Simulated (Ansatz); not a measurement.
Species: BNH2Br2, charge 0, singlet. BNH2Br2 (SMILES NB(Br)Br).
B3LYP-D3(BJ)/def2-TZVP minimum from Ansatz (an electronic-structure program):
```
B
N 1 1.3817
H 2 1.0067 1 122.45
H 2 1.0067 3 115.10 1 -180.00
Br 1 1.9346 2 120.05 3 0.00
Br 1 1.9346 2 120.05 3 -180.00
```
Charge 0, spin multiplicity 1.

Hartree-Fock and CCSD(T) correlation energies in hartree (Ansatz). Open shells are spin-unrestricted; no spin-orbit coupling. Correlated methods leave the cores frozen (noble-gas shells, and filled d and f shells in the p block). No relativity. Spin-orbit terms, left out, reach several kcal/mol for Br and I, and more for heavier atoms.

```tsv
basis	X	E(HF)	E(corr, CCSD(T))
cc-pVTZ	3	-5225.38354	-0.69384
cc-pVQZ	4	-5225.39506	-0.75054
cc-pV5Z	5	-5225.39690	withheld
```

Fit E(corr) = E∞ + A/X³ to X = 3 and 4, predict X = 5, and compare with the run.

A = (-0.69384 - (-0.75054))/(1/27 - 1/64) = 2.6480; E∞ = -0.75054 - A/64 = -0.79192; at X = 5, E∞ + A/125 = -0.77073. The run gave -0.76968, 1.05 mEh above the prediction. The same form on X = 4 and 5 gives E∞ = -0.78976, 2.15 mEh above the first estimate.
